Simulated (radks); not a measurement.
Problem. The strontium ion Sr6+, configuration [Ar] 3d10 4s2 4p2 (the NIST ground configuration). All-electron calculation, scalar-relativistic Kohn-Sham, PBEsol, spin-polarised, spherical densities, finite nucleus; open shells are filled with parallel spins first (spin-orbit coupling, left out, can overturn this in heavy ions); Fermi nuclear charge, rms radius 4.224 fm. Program: a radial shooting solver on a logarithmic mesh with Libxc functionals. Some entries of the table are withheld. Estimate them.

orbital,occ.,eigenvalue (eV),<r> (bohr)
1s up,1,-16015.57,0.03918
1s down,1,-16015.27,0.03918
2s up,1,-2244.289,0.1725
2s down,1,-2244.109,0.1725
2p up,3,-2004.720,0.1504
2p down,3,-2004.435,0.1504
3s up,1,-419.3049,0.4915
3s down,1,-418.9346,0.4913
3p up,3,-341.8938,0.4973
3p down,3,-341.4704,0.4969
3d up,5,-213.9155,(1)
3d down,5,-213.4220,(2)
4s up,1,-117.7712,1.247
4s down,1,-114.4281,1.245
4p up,2,-96.9580,1.356
4p down,0,-93.5881,1.360

Solution. 
(1) 3d up <r> (bohr): 0.4946
(2) 3d down <r> (bohr): 0.4932
